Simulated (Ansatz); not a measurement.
Cost and result up the ladder for Mg₄H₆ (10 atoms). The state is a singlet with charge 0. Geometry: r2SCAN-D4/def2-SVP.

```xyz
10

Mg   -0.829    0.732    0.495
Mg    1.434   -0.577   -0.637
Mg   -1.079   -2.111   -0.175
Mg    1.563    2.371   -0.021
H     2.452    3.834    0.040
H    -1.587   -0.285   -0.799
H    -0.064   -0.858    1.113
H     0.611   -2.155   -1.046
H    -0.302    2.396    0.822
H    -2.199   -3.347    0.208
```

Ansatz on 4 threads of Arm Neoverse V1 on a shared host. Times are rough, and most runs start from the orbitals of an earlier one. ωB97M-V/def2-TZVP serves as the yardstick here, not as an exact answer. Binding counts from free atoms at the same level (Mg singlet, H doublet; other spins of the atoms weren't run), without zero-point energy or a counterpoise term.

Correlated methods freeze 4 core orbitals; core or outer-core shells of Mg are correlated, in sets that lack core-valence functions. Another isomer (singlet) lies 0.24 eV lower at PBE0-D4/def2-TZVP; other spin states weren't run for this one.

Correlated methods converge slowly with the basis.

| level | functions | wall time | binding energy per atom (eV) | difference from ωB97M-V/def2-TZVP (eV) |
| --- | --- | --- | --- | --- |
| PBE-D4/def2-TZVP (with forces) | 164 | 1.9 s | 1.64 | 0.01 |
| PBE0-D4/def2-TZVP | 164 | 3 s | 1.65 | 0.02 |
| r2SCAN-D4/def2-TZVP | 164 | 3.5 s | 1.74 | 0.11 |
| r2SCANh-D4/def2-TZVP | 164 | 4 s | 1.73 | 0.10 |
| ωB97M-V/def2-TZVP | 164 | 8.5 s | 1.63 | 0.00 |
| CCSD(T)/def2-TZVP | 164 | 85 s | 1.56 | -0.07 |
